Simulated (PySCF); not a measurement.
Compound: C4H2N4.
Atom-mapped SMILES: `[N:1]#[C:2][c:3]1[cH:4][n:5][n:6][n:7][cH:8]1` (hydrogens: H9 on C4; H10 on C8)

The closed-shell ground state was solved at several levels (PySCF, density fitting, gas phase, non-relativistic). Geometry: GFN2-xTB; no solvent, vibrations or thermal averaging.

```
            level  basis functions  total energy (Eh)  HOMO (eV)  LUMO (eV)  gap (eV)  dipole (D)
    PBE0/pcSseg-1              146          -372.0579      -7.97      -3.30      4.67        1.23
   PBE0/def2-SVPD              176          -371.8424      -7.85      -3.30      4.55        1.10
wB97X-D/def2-SVPD              176          -372.1240      -9.83      -1.57      8.26        1.12
```

Problem. What might B3LYP/pcJ-1 (236 basis functions) give for the same quantities?

Solution. Total energy -372.5297 Eh, HOMO -7.63 eV, LUMO -3.46 eV, gap 4.17 eV, dipole 1.21 D.

Problem. Over all these levels, which gives the widest orbital gap and which the narrowest?

Solution. wB97X-D/def2-SVPD (range-separated hybrid) has the widest, 8.26 eV, and B3LYP/pcJ-1 (global hybrid, 20 % exact exchange) the narrowest, 4.17 eV. Functional and basis both differ between the two, so the spread mixes both effects.

Problem. How far do the dipole and the HOMO energy spread over the levels?

Solution. The dipole runs from 1.10 to 1.23 D (mean 1.17 D) and the HOMO from -9.83 to -7.63 eV.

wB97X-D is run here without its empirical dispersion term; that term would change no orbital, density or response property at a fixed geometry.
